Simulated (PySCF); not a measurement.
germylsulfanylgermane (Ge2H6S), SMILES [GeH3][S][GeH3].

Geometry optimised at B3LYP-D3(BJ)/def2-SVP.

Two levels are set side by side: TDDFT-PBE/def2-SVPD (PySCF) and TDDFT-PBE0/def2-SVPD (PySCF). Vertical, same geometry. The lowest singlet is HOMO→LUMO 99 % with PBE and HOMO→LUMO 98 % with the other functional; states are paired by order. Differences are taken from unrounded values.

```
quantity                               TDDFT-PBE0
-------------------------------------  ----------
lowest singlet excitation (eV)               5.33
lowest triplet excitation (TDA) (eV)         4.85
first bright state (f over 0.05) (eV)        6.95
its oscillator strength                      0.09
```

What does TDDFT-PBE give, and how far is it from TDDFT-PBE0? (The exact figures need the calculation; the answer reports its results.)


```tsv
quantity	TDDFT-PBE	TDDFT-PBE minus TDDFT-PBE0
lowest singlet excitation (eV)	4.86	-0.48
lowest triplet excitation (TDA) (eV)	4.44	-0.41
first bright state (f over 0.05) (eV)	6.43	-0.52
its oscillator strength	0.06	-0.03
```

A lower first singlet is the usual sign of a functional without exact exchange. Differences between two approximate levels are no errors against the true value.

Rough cost on one machine, each run with all the roots and properties that it gave: TDDFT-PBE0 against TDDFT-PBE about 5 times.
